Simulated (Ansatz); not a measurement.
Species: CTe$_{2}$ (charge 0, singlet). 
Geometry from a B3LYP-D3(BJ)/def2-TZVP (Ansatz, a quantum-chemistry and plane-wave program) optimisation:
```xyz
3

C      0.0000     0.0000     0.0000
Te     0.0000     0.0000    -1.9033
Te     0.0000     0.0000     1.9033
```
Charge 0, spin multiplicity 1.

Basis-set convergence of Hartree-Fock and CCSD correlation energies (hartree) with Ansatz. Correlated levels leave the core frozen unless marked. No spin-orbit coupling. The frozen core is the preceding noble-gas configuration, with the filled d and f shells of earlier blocks. Past Kr the def2 sets carry scalar-relativistic core potentials.

The Hartree-Fock reference is unstable (checked in the largest basis), which strains HF and MP2. The T1 diagnostic of CCSD in the largest basis is 0.028, which is high, so the coupled-cluster rows are less sure than usual.

```
basis       functions       E(HF)  E(corr, CCSD)
----------  ---------  ----------  -------------
def2-SVP           66  -571.74648       -0.34694
def2-TZVPP        131  -571.81814       -0.43433
def2-QZVPP        221  -571.82287       -0.46475
```

Extrapolating the two largest sets (X = 3 and 4) as X^-3: E(corr) = (64·(-0.46475) - 27·(-0.43433))/37 = -0.4869 Eh, an estimate of the basis-set limit. The largest set recovers 95.4 % of it, the smallest 71.2 %.
